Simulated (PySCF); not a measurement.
Species: C₅H₅S (charge 0, doublet). It need not be the lowest isomer of its formula. SMILES: Cc1cc[c]s1
Geometry from a B3LYP-D3(BJ)/def2-TZVP (Ansatz) optimisation:
```xyz
11

C     -2.2165    -0.0766    -0.0563
C     -0.7340    -0.1561     0.1039
C     -0.0080    -0.9780     0.9158
C      1.4148    -0.7946     0.8261
C      1.6864     0.1765    -0.0680
S      0.3307     0.8889    -0.8137
H     -2.6028     0.9110     0.2053
H     -2.6909    -0.8069     0.6005
H     -2.5286    -0.2935    -1.0803
H     -0.4683    -1.7059     1.5711
H      2.1428    -1.3548     1.3931
```
Charge 0, spin multiplicity 2.

Dispersion corrections to the total energy (kcal/mol) from the dftd3 and dftd4 libraries through PySCF: D3(BJ) without and D4 with the three-body term, each with the damping fitted for the functional named.

```json
[
 {"functional": "LC-wPBE", "D3(BJ)": "-6.56", "D4": "-7.75"},
 {"functional": "HSE06", "D3(BJ)": "-4.59", "D4": "-5.42"},
 {"functional": "TPSS", "D3(BJ)": "-8.71", "D4": "-9.43"},
 {"functional": "B2GP-PLYP", "D3(BJ)": "(withheld)", "D4": "-2.91"},
 {"functional": "PW6B95", "D3(BJ)": "(withheld)", "D4": "-6.16"},
 {"functional": "HF", "D3(BJ)": "-56.44", "D4": "(withheld)"},
 {"functional": "revPBE", "D3(BJ)": "-17.36", "D4": "-22.45"}
]
```

Fill in the missing entries.


- B2GP-PLYP, D3(BJ): -4.67
- PW6B95, D3(BJ): -3.56
- HF, D4: -25.88
